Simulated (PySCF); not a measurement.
Working out the ionisation energy of O²⁺

O²⁺ [He] 2s2 2p2 (3P) → O³⁺ [He] 2s2 2p1 (2P). All numbers are calculated (PySCF 2.14, scalar relativity by spin-free X2C-1e, in x2c-TZVPPall). Frozen: nothing. Energies in hartree (1 hartree = 27.21139 eV):

| part | O²⁺ (lower) | O³⁺ (upper) |
| --- | --- | --- |
| UHF | -73.156090 | -71.149555 |
| MP2 opposite-spin | -0.076956 | -0.072283 |
| MP2 same-spin | -0.013603 | -0.004259 |

**Question.** What does Hartree-Fock give?

**Answer.** (-71.149555) − (-73.156090) = 2.006535 hartree = 54.601 eV.

**Question.** What do MP2 and SCS-MP2 (6/5 opposite-spin, 1/3 same-spin) give?

**Answer.** The opposite-spin parts differ by 0.127 eV and the same-spin parts by 0.254 eV. MP2: 54.601 + (0.127) + (0.254) = 54.982 eV. SCS-MP2: 54.601 + 1.2 × (0.127) + (0.254)/3 = 54.838 eV.

A first-order spin-orbit estimate adds -0.005 eV to MP2 (valence and next inner shell), giving 54.977 eV against 54.936 eV (semi-empirical (NIST evaluation); NIST Atomic Spectra Database, ionization energies).

What remains against the reference includes basis incompleteness and correlation beyond second order.
